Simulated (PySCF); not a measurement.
## Electron correlation in Mg (magnesium, neutral)

[Ne] 3s2, closed-shell 1S. Computed with PySCF 2.14 in def2-TZVPPD (5s5p3d, 35 functions), with no relativity, point nucleus. Frozen: [Ne]; 2 electrons correlated.

With two correlated electrons CCSD is exact within the correlated space (frozen core and kept virtual orbitals).

| level | correlation energy (mhartree) |
| --- | --- |
| CCSD | -32.92 |

Diagnostics: T1 = 0.013, D1 = 0.0188, largest double amplitude 0.073.

Cost of the coupled-cluster step: of the order of 0.22 core-seconds, for 2 correlated electrons.

Iterations:

```
CC2 = 0
CCSD nocc = 1, nmo = 30
frozen orbitals [0, 1, 2, 3, 4]
max_cycle = 100
direct = 0
conv_tol = 1e-08
conv_tol_normt = 1e-06
diis_space = 8
diis_start_cycle = 0
Init t2, MP2 energy = -199.628474004246  E_corr(MP2) -0.021827411948173
Init E_corr(CCSD) = -0.021827411948477
cycle = 1  E_corr(CCSD) = -0.0280231223204538  dE = -0.00619571037  norm(t1,t2) = 0.0513781
cycle = 2  E_corr(CCSD) = -0.0305000667375857  dE = -0.00247694442  norm(t1,t2) = 0.0251956
cycle = 3  E_corr(CCSD) = -0.0329183790442604  dE = -0.00241831231  norm(t1,t2) = 0.0134176
cycle = 4  E_corr(CCSD) = -0.032906547916453  dE = 1.18311278e-05  norm(t1,t2) = 0.00124538
cycle = 5  E_corr(CCSD) = -0.0329215843877378  dE = -1.50364713e-05  norm(t1,t2) = 0.000144262
cycle = 6  E_corr(CCSD) = -0.0329133071269811  dE = 8.27726076e-06  norm(t1,t2) = 3.93335e-05
cycle = 7  E_corr(CCSD) = -0.0329154332766687  dE = -2.12614969e-06  norm(t1,t2) = 1.09078e-05
cycle = 8  E_corr(CCSD) = -0.0329151787026172  dE = 2.54574051e-07  norm(t1,t2) = 2.07593e-06
cycle = 9  E_corr(CCSD) = -0.0329151179750914  dE = 6.07275257e-08  norm(t1,t2) = 3.18806e-07
cycle = 10  E_corr(CCSD) = -0.0329151238323994  dE = -5.85730793e-09  norm(t1,t2) = 3.14852e-08
CCSD converged
E(CCSD) = -199.6395617161306  E_corr = -0.03291512383239938
```
